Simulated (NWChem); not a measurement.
Molecule: CH7NOSi; SMILES CO[SiH2]N

```xyz
11

Si    -0.4651    -0.5296     0.0000
N      0.4308    -1.9902     0.0000
O      0.5211     0.8187     0.0000
C      0.0506     2.1339     0.0000
H     -1.3123    -0.5014    -1.2319
H     -1.3123    -0.5014     1.2319
H      0.9311    -2.2751     0.8345
H      0.9311    -2.2751    -0.8345
H     -0.5619     2.3615    -0.8936
H     -0.5619     2.3615     0.8936
H      0.9095     2.8233     0.0000
```
Atoms are numbered in this order, from 1.

All runs: NWChem. Structure relaxed at the PBE0/def2-SVP level. Total energies compare along this basis series because the functional is fixed.

| level | basis functions | energy (Ha) | highest occupied level (eV) | orbital gap (eV) | dipole (D) |
|---|---|---|---|---|---|
| PBE/cc-pVDZ | 95 | -461.4641 | -6.00 | 6.53 | 0.69 |
| PBE/aug-cc-pVDZ | 159 | -461.4892 | ___ | ___ | ___ |
| PBE/cc-pVTZ | 222 | -461.5567 | -6.27 | 6.29 | 0.64 |

**Question.** Fill in the missing entries.

**Answer.** 
- PBE/aug-cc-pVDZ, highest occupied level (eV): -6.32
- PBE/aug-cc-pVDZ, orbital gap (eV): 5.59
- PBE/aug-cc-pVDZ, dipole (D): 0.49
